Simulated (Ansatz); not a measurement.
Cartesian coordinates in Å:
```
F -1.641 1.196 -0.678
B -1.144 -0.018 -0.794
F -1.588 -0.768 -1.785
C -0.043 -0.541 0.170
C 1.068 0.360 0.541
O 0.044 0.090 1.453
H 0.178 -1.606 0.184
H 1.092 1.374 0.147
H 2.034 -0.087 0.763
```

Total charge 0; spin multiplicity 1.

Question: List the PBE/def2-TZVPP orbital energies in eV (Ansatz). (Best estimate.)

Answer: Ansatz gave: Occupied: -660.66, -660.63, -511.21, -270.85, -270.51, -179.63, -31.11, -30.35, -27.68, -17.12, -16.15, -14.17, -13.39, -12.96, -12.38, -11.95, -11.08, -10.54, -10.31, -9.88, -9.00, -8.05, -6.59. Lowest empty: -1.44, 0.22, 0.83, 1.17, 1.36, 1.88, 2.71, 3.22.
